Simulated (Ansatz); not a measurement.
Species: SnH$_{2}$F$_{2}$, charge 0, singlet. SnH2F2 (SMILES [F][SnH2][F]).
B3LYP-D3(BJ)/def2-TZVP minimum from Ansatz (a first-principles code):
```
Sn
F 1 1.9230
F 1 1.9230 2 103.40
H 1 1.6964 2 106.91 3 112.64
H 1 1.6964 4 124.01 2 -124.89
```
Charge 0, spin multiplicity 1.

Atomisation energy term by term, kcal/mol (programs: Ansatz). Radicals and triplets start from unrestricted determinants; spin-orbit coupling is neglected. Correlated methods leave the cores frozen (noble-gas shells, and filled d and f shells in the p block). Past Kr the def2 sets carry scalar-relativistic core potentials. CBS(X,Y): correlation extrapolated as X^-3, Hartree-Fock from the larger set. A bracket is a step between two methods taken in the basis named. For partners of very few electrons the exact lower level stands in for a higher one. Spin-orbit terms, left out, reach several kcal/mol for Br and I, and more for heavier atoms.

```csv
term,basis,kcal/mol
Hartree-Fock,def2-QZVPP,233.98
CCSD correlation,"CBS(def2-TZVPP,def2-QZVPP)",107.83
(T),"CBS(def2-TZVPP,def2-QZVPP)",7.31
CCSDT(Q) - CCSD(T),def2-SVP,0.75
sum: De,,349.9
```
